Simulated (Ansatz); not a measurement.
Q: Name a neutral molecule of F, Ge and H with HOMO energy (B3LYP/def2-TZVPP) between -8.25 and -7.95 eV and ideal-gas entropy at 298 K and 1 bar (rigid rotor, harmonic PBE0-D4/def2-TZVP) between 331 and 347 J/(mol·K) (Ansatz, PBE0-D4/def2-TZVP geometry).

A: `[F][GeH2][GeH3]` (-8.16 eV, 339 J/(mol·K)). Other molecules can fit too; these were computed, each in one conformer that needn't be the lowest.

B3LYP here is the variant with VWN-RPA as its local correlation; programs differ in this.
